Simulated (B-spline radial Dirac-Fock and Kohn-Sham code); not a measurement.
Z = 16 (sulfur), transition energy 50 keV. Calculated with a radial finite-basis atomic code, using a Dirac-Hartree-Slater potential of the neutral atom with a Latter tail (no hole, which puts coefficients of high multipoles low close above an edge), finite nucleus with surface currents. Subshells that would emit electrons below 1 keV are left out.

Question: A pure transition shows α(K) = 2.43, L1/L2 = 21.5 and L1/L3 = 12.4. What is its multipolarity?
A. M2
B. E1
C. M4
D. E2
E. E3
F. E4
G. M3
H. M1

Answer: D. For comparison, α(K), L1/L2, L1/L3 are E1 0.106, 69.8, 37.0; E3 46.3, 7.21, 4.33; E4 844, 3.16, 1.93; M1 0.0342, 45.3, 87.3; M2 0.671, 21.9, 26.8; M3 12.9, 13.0, 8.88; M4 250, 8.78, 4.22.
